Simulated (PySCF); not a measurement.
Al(All)(Cl)(F) (C3H5AlClF), SMILES C=C[CH2][Al]([F])[Cl]. Atoms are numbered in the order given.

```xyz
11

Al     0.2383    -0.1520     0.4443
C     -0.0601    -1.7113    -0.6778
C     -0.2672    -0.6816    -1.7356
C      0.6653     0.2142    -2.1363
H     -0.9154    -2.3764    -0.5258
H      0.8781    -2.2749    -0.7887
H     -1.2966    -0.5286    -2.0850
H      1.7145     0.1366    -1.8254
H      0.4106     1.0218    -2.8255
Cl    -1.3033     0.9898     1.2902
F      1.8042     0.2493     0.8488
```

Coordinates come from a PBE0-D3(BJ)/def2-SVP optimisation. The structure was generated by enumeration; whether it is a known compound was not checked. One conformer was computed; it need not be the lowest.

Computed with TDA-M06-2X/def2-SVPD run with PySCF 2.14.0.

Vertical excitations. The molecule is in vacuum.

```
state  energy (eV)  λ (nm)      f                                                               main pairs
-----  -----------  ------  -----  -----------------------------------------------------------------------
S1            5.46     227  0.115                                                           HOMO→LUMO 90 %
S2            6.55     189  0.098                                                         HOMO→LUMO+1 86 %
S3            6.87     180  0.141                                                         HOMO→LUMO+2 84 %
S4            7.36     168  0.039   HOMO→LUMO+5 20 %, HOMO→LUMO+3 19 %, HOMO→LUMO+4 18 %, HOMO−3→LUMO 11 %
S5            7.44     167  0.032                                                         HOMO−1→LUMO 74 %
S6            7.55     164  0.006    HOMO→LUMO+3 40 %, HOMO−2→LUMO 22 %, HOMO−3→LUMO 13 %, HOMO→LUMO+5 6 %
S7            7.64     162  0.071    HOMO−3→LUMO 27 %, HOMO−2→LUMO 14 %, HOMO→LUMO+4 13 %, HOMO−4→LUMO 8 %
S8            7.68     162  0.028    HOMO−2→LUMO 33 %, HOMO→LUMO+3 28 %, HOMO→LUMO+5 18 %, HOMO→LUMO+4 6 %
S9            7.90     157  0.006    HOMO→LUMO+4 35 %, HOMO→LUMO+5 32 %, HOMO→LUMO+6 11 %, HOMO−2→LUMO 9 %
S10           8.30     149  0.002                                     HOMO→LUMO+6 54 %, HOMO−1→LUMO+1 12 %
T1            4.01     309      0                                         HOMO→LUMO 76 %, HOMO→LUMO+1 16 %
T2            5.78     214      0                        HOMO→LUMO+1 52 %, HOMO→LUMO 17 %, HOMO→LUMO+6 9 %
T3            6.35     195      0                                                         HOMO→LUMO+2 67 %
T4            6.68     186      0  HOMO−3→LUMO 40 %, HOMO−1→LUMO 14 %, HOMO−3→LUMO+1 13 %, HOMO→LUMO+2 9 %
```
Triplets are in the Tamm–Dancoff approximation.
